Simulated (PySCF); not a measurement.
Stepwise substitution at one centre (B H-OH). Gas-phase values, no solvent. One relaxed conformer stands for each flexible species; it need not be the lowest. Strings in code marks are SMILES.

Method: PBE-D3(BJ)/def2-TZVP // PBE0-D4/def2-TZVP run with PySCF 2.14.0. All candidates: neutral, multiplicity 1. 

| Property | Value |
|---|---|
| HOMO–LUMO gap | 5.42 eV |
| HOMO | -8.47 eV |
| LUMO | -3.05 eV |

### Question
Name which member has these values.
(A) `B`
(B) `BO`
(C) `OBO` (H–O–B–O torsion 0°, O–B–O–H torsion 180°)
(D) `OB(O)O`

### Answer
A, `B`. The others give `OBO` (H–O–B–O torsion 0°, O–B–O–H torsion 180°): 7.69 eV, -7.72 eV, -0.03 eV; `BO`: 5.94 eV, -7.36 eV, -1.42 eV; `OB(O)O`: 6.70 eV, -7.42 eV, -0.72 eV
